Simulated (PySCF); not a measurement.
Members of one family of related compounds. Computed with TDDFT CAM-B3LYP/def2-SVPD, vertical, gas phase, core orbitals frozen in the response in PySCF. Geometries: PBE0-D3(BJ)/def2-SVP; one conformer of each isolated species. Triplets are in the Tamm–Dancoff approximation.

Problem. Rank by computed lowest singlet excitation energy, lowest first.
A. `P[SiH](P)N1CCCC1`
B. `CN(C)C(=O)[SiH](P)P`
C. `FC(F)=C(F)[SiH](P)P`
D. `P[SiH](P)Cl`

Solution. B (4.85 eV), A (5.55 eV), D (5.90 eV), C (6.15 eV).

```json
{"SMILES": "CN(C)C(=O)[SiH](P)P", "S1 (eV)": "4.85", "LUMO (eV)": "0.53", "f (S1)": "0.007", "first f ≥ 0.01 (nm)": "201", "α (au)": "132.9", "gap (eV)": "8.97", "S1 mainly": "H→L (68%)"}
{"SMILES": "P[SiH](P)N1CCCC1", "S1 (eV)": "5.55", "LUMO (eV)": "0.83", "f (S1)": "0.016", "first f ≥ 0.01 (nm)": "223", "α (au)": "135.1", "gap (eV)": "8.36", "S1 mainly": "H→L (75%)"}
{"SMILES": "P[SiH](P)Cl", "S1 (eV)": "5.90", "LUMO (eV)": "0.40", "f (S1)": "0.001", "first f ≥ 0.01 (nm)": "204", "α (au)": "97.0", "gap (eV)": "8.92", "S1 mainly": "H→L+1 (89%)"}
{"SMILES": "FC(F)=C(F)[SiH](P)P", "S1 (eV)": "6.15", "LUMO (eV)": "0.42", "f (S1)": "0.006", "first f ≥ 0.01 (nm)": "200", "α (au)": "110.4", "gap (eV)": "9.03", "S1 mainly": "H→L+1 (56%)"}
```

H and L stand for HOMO and LUMO.

Mean S1 by what the SMILES shows (count): single bonds only 5.73 eV (2); a double or triple bond but no aromatic ring 5.50 eV (2).

- `CN(C)C(=O)[SiH](P)P`: Löwdin shares by element: HOMO oxygen 44%, carbon 11% or more, silicon 11%, phosphorus 11% or more (atoms not listed hold the other 24%); LUMO carbon 21% or more, silicon 18%, oxygen 16%, phosphorus 13% or more (atoms not listed hold the other 32%).
- `P[SiH](P)N1CCCC1`: Löwdin shares by element: HOMO nitrogen 46%, carbon 16% or more, silicon 8% (atoms not listed hold the other 30%); LUMO phosphorus 29%, silicon 21%, hydrogen 7% or more (atoms not listed hold the other 42%).
- `P[SiH](P)Cl`: Löwdin shares by element: HOMO phosphorus 75%, silicon 10% (atoms not listed hold the other 15%); LUMO phosphorus 52%, silicon 20%, chlorine 6% (atoms not listed hold the other 22%).
- `FC(F)=C(F)[SiH](P)P`: Löwdin shares by element: HOMO phosphorus 47%, silicon 11%, carbon 11% or more (atoms not listed hold the other 31%); LUMO carbon 33%, silicon 16%, phosphorus 14% or more (atoms not listed hold the other 37%).
